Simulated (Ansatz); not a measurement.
The Cd1–F2 bond of CdFI (SMILES [F][Cd][I]) is stretched (multiplicity 1, the rest rigid).
Geometry at rest (charge 0, multiplicity 1):
```json
[
 {"atom": "Cd", "x (Å)": "0.0000", "y (Å)": "0.0000", "z (Å)": "-1.0853"},
 {"atom": "F", "x (Å)": "0.0000", "y (Å)": "0.0000", "z (Å)": "-3.0387"},
 {"atom": "I", "x (Å)": "0.0000", "y (Å)": "0.0000", "z (Å)": "1.4989"}
]
```

Cores are frozen in the correlated methods. Filled d and f shells under p-block atoms count as core.

Codes used: Ansatz (a program for electronic structure).  In def2 rows elements past Kr take small-core potentials, without spin–orbit coupling.

FIC-MRCISD+Q on CASSCF(6,4)/def2-TZVPP, total energies (hartree):

```json
[
 {"R (Å)": "1.953", "CASSCF": "-563.110703", "MRCISD": "-563.796440", "weight c² of the reference": "0.88204"},
 {"R (Å)": "3.419", "CASSCF": "-562.995476", "MRCISD": "-563.660641", "weight c² of the reference": "0.88362"},
 {"R (Å)": "6.251", "CASSCF": "-562.984420", "MRCISD": "-563.645412", "weight c² of the reference": "0.88460"}
]
```

### Question
Add the Davidson correction (E_MRCISD − E_CASSCF)(1 − c²)/c² and give the energies above the first point at the three levels.

### Answer

Corrections (hartree): -0.091706, -0.087610, -0.086227. Above the first point (kcal/mol):
- R = 3.419 Å: CASSCF 72.3, MRCISD 85.2, with the correction 87.8
- R = 6.251 Å: CASSCF 79.2, MRCISD 94.8, with the correction 98.2

Doubts at one or more of the structures used: active orbitals that take no part (FIC-MRCISD+Q on CASSCF(6,4)/def2-TZVPP).
